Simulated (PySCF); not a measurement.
# A survey of 31P NMR shifts

- GIAO PBE0/pcSseg-1 shieldings
- structure optimised with GFN2-xTB
- run in PySCF 2.14
- single conformer, relativity neglected, one averaged value for each set of equivalent atoms, no solvent

Shieldings were converted by a linear fit to measured shifts: 31P (scatter 18.1 ppm rms vs H3PO4, solution or neat liquid). Occasional misses reach two or three times the rms, and more in compound classes unlike the fitted ones.

Question: Give the 31P shifts of `CC[SiH2]N[SiH2]P`, `[SiH3]NCC[SiH2]P`, `CSc1ccpc([SiH3])n1`, `C[SiH2]N[Si@H](C)P`.

Answer: 
```tsv
compound	environment	δ (ppm)
CC[SiH2]N[SiH2]P	phosphorus bonded to Si, 2 H	-248.1
[SiH3]NCC[SiH2]P	phosphorus bonded to Si, 2 H	-236.0
CSc1ccpc([SiH3])n1	phosphorus bonded to 2 C, in a 6-membered ring	188.3
C[SiH2]N[Si@H](C)P	phosphorus bonded to Si, 2 H	-226.9
```

Question: Match the shifts 250.8, 198.6, 167.2, 22.6, -229.2, -261.0 ppm to `CN([SiH3])[Si@@H](C)P`, `CN([SiH3])C[SiH2]P`, `C=Cc1cpcs1`, `CNP1CCC(=O)CC1`, `CO/C=P/N1CCCC1`, `C=Pc1ccsc1`.

Answer: 250.8: C=Pc1ccsc1 (phosphorus bonded to 2 C); 198.6: C=Cc1cpcs1 (phosphorus bonded to 2 C, in a 5-membered ring); 167.2: CO/C=P/N1CCCC1 (phosphorus bonded to C, N); 22.6: CNP1CCC(=O)CC1 (phosphorus bonded to 2 C, N, in a 6-membered ring); -229.2: CN([SiH3])[Si@@H](C)P (phosphorus bonded to Si, 2 H); -261.0: CN([SiH3])C[SiH2]P (phosphorus bonded to Si, 2 H).
